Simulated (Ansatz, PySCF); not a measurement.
Species: SiHCl2 (charge 0, doublet). SMILES: Cl[SiH]Cl
Geometry: optimised at B3LYP-D3(BJ)/def2-TZVP (Ansatz, a quantum-chemistry and plane-wave program).

M06-2X/6-31G* (5d) beside other levels, property by property. Terms: no dispersion term unless named; six Cartesian d functions in 6-31G* and its kin unless marked 5d; non-relativistic; UHF or UKS for open shells; each state is the SCF solution reached for its charge and spin; no spin-orbit coupling; valence correlation only; atomisation electronic, to ground-state atoms; 6-311+G** with 5d, 6d on Na to Ar in Ansatz. CBS(X,Y): correlation extrapolated as X^-3; Hartree-Fock from the larger set. [CCSD(T)-MP2]/basis is that difference in the basis named. First-principles rows: single points at B3LYP-D3(BJ) geometries (Ansatz), with unscaled harmonic terms from B3LYP/6-31G* (Ansatz) at its own minima, enthalpies of formation by atomisation with measured atoms. Sets without +, aug- or the D of def2-TZVPD hold no diffuse functions, which anions need.

Coupled cluster (Ansatz) is a level with limits of its own, used here on species with T1 under 0.025 (0.045 for open shells) and stable references: RI-MP2/CBS(aug-cc-pV(T+d)Z,aug-cc-pV(Q+d)Z)+[CCSD(T)-MP2]/aug-cc-pV(T+d)Z.

```tsv
property	M06-2X/6-31G* (5d) (PySCF)	B3LYP/6-31G* (Ansatz)	B3LYP/6-311+G** (Ansatz)	MP2/6-31G* (Ansatz)	to compare with
vertical ionisation energy to the singlet (eV)	9.30	9.10	9.15	8.85	9.02 coupled cluster
atomisation energy (kcal/mol)	252.8	243.0	241.5	228.7	259.8 coupled cluster
vertical electron affinity to the singlet (eV)	1.36	1.31	1.62	0.88	1.61 coupled cluster
enthalpy of formation at 298 K (kcal/mol)	-31.3	-21.5	-20.0	-7.2	-38.3 coupled cluster
```

As the rows show:
- vertical ionisation energy to the singlet: M06-2X/6-31G* (5d) lies 0.28 eV above coupled cluster.
- atomisation energy: M06-2X/6-31G* (5d) lies 7.0 kcal/mol below coupled cluster.
- vertical electron affinity to the singlet: M06-2X/6-31G* (5d) lies 0.25 eV below coupled cluster.
- enthalpy of formation at 298 K: M06-2X/6-31G* (5d) lies 7.0 kcal/mol above coupled cluster.

The properties are those with a value to compare with, at most eight drawn at random. No case is left out for the size of its miss. Left out are saddle points of the reference geometry, anions that the best level run finds unbound, excited spin states, species near biochemistry, 298 K rows of species without real B3LYP wavenumbers, cases with under five habitual levels, runs that failed or that the program found above a lower state of the same kind, table entries that another table contradicts, and a share of species set aside by lot.
